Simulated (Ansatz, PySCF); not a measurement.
C6H12O, singlet, geometry from GFN2-xTB, with bond 11-2 at 1.8 times its length. Base run: CASSCF(4,3)/STO-3G run with PySCF.

Input for PySCF:
```python
from pyscf import gto, scf, mcscf
import numpy

mol = gto.Mole()
mol.atom = '''
    C    -2.105523   -1.465945    0.281531
    C    -1.122744   -0.304029    0.393437
    C    -1.711635    0.959834   -0.227846
    C     0.203718   -0.658031   -0.285751
    C     1.321332    0.306175    0.052005
    C     2.447284    0.321543   -0.953884
    O     1.325824    0.993924    1.040410
    H    -1.708356   -2.358291    0.760659
    H    -3.047732   -1.212282    0.761209
    H    -2.305638   -1.696039   -0.763480
    H    -0.752952    0.048861    2.296023
    H    -1.920234    0.805100   -1.285376
    H    -2.640605    1.229549    0.268585
    H    -1.017560    1.790367   -0.126479
    H     0.078213   -0.712000   -1.368887
    H     0.536686   -1.643491    0.055308
    H     3.309842    0.842692   -0.547369
    H     2.109802    0.844896   -1.847180
    H     2.721698   -0.691202   -1.237657
'''
mol.basis = 'sto-3g'
mol.charge = 0
mol.spin = 0
mol.verbose = 4
mol.build()

mf = scf.RHF(mol)
mf.kernel()
mc = mcscf.CASSCF(mf, 3, 4)
mc.fix_spin_(ss=0.0)
mc.kernel()
occ = numpy.linalg.eigvalsh(mc.fcisolver.make_rdm1(mc.ci, mc.ncas, mc.nelecas))[::-1]
ss = mc.fcisolver.spin_square(mc.ci, mc.ncas, mc.nelecas)[0]
print('natural occupations', occ.round(4), ' <S^2>', round(ss, 4))
```

Programs used: Ansatz (an electronic-structure program), PySCF; a row that names a program was run with it.

Variants of this job, named by their change:

```json
[
 {"change": "base", "ΔE vs base (mEh)": "0.000", "natural occupations": "2.00 1.71 0.29", "<S^2> of the state": "0.00"},
 {"change": "conv_tol = 1e-5", "ΔE vs base (mEh)": "0.227", "natural occupations": "2.00 1.71 0.29", "<S^2> of the state": "0.00"},
 {"change": "active space = 10 electrons, 8 orbitals", "ΔE vs base (mEh)": "-68.651", "natural occupations": "2.00 2.00 1.98 1.89 1.72 0.28 0.12 0.02", "<S^2> of the state": "0.00"},
 {"change": "active space = 8 electrons, 7 orbitals", "ΔE vs base (mEh)": "-67.661", "natural occupations": "2.00 1.98 1.89 1.72 0.28 0.12 0.02", "<S^2> of the state": "0.00"},
 {"change": "code = ansatz", "ΔE vs base (mEh)": "0.037", "natural occupations": "-", "<S^2> of the state": "-"},
 {"change": "fix_spin_ = off", "ΔE vs base (mEh)": "0.000", "natural occupations": "2.00 1.71 0.29", "<S^2> of the state": "0.00"},
 {"change": "active space = 8 electrons, 8 orbitals", "ΔE vs base (mEh)": "-84.362", "natural occupations": "1.98 1.98 1.88 1.72 0.28 0.12 0.02 0.02", "<S^2> of the state": "0.00"},
 {"change": "solver = newton", "ΔE vs base (mEh)": "0.000", "natural occupations": "2.00 1.71 0.29", "<S^2> of the state": "0.00"},
 {"change": "correction = SC-NEVPT2", "ΔE vs base (mEh)": "-358.6", "natural occupations": "2.00 1.71 0.29", "<S^2> of the state": "0.00"},
 {"change": "active space = 4 electrons, 6 orbitals", "ΔE vs base (mEh)": "-49.138", "natural occupations": "1.88 1.71 0.29 0.12 0.00 0.00", "<S^2> of the state": "0.00"},
 {"change": "code = ansatz; correction = SC-NEVPT2, all electrons", "ΔE vs base (mEh)": "-358.8", "natural occupations": "-", "<S^2> of the state": "-"}
]
```

Active orbitals are taken around the Fermi level unless the row says otherwise; CASSCF can end in different local minima, and two programs can end on different orbitals. State-averaged rows give the lowest state.
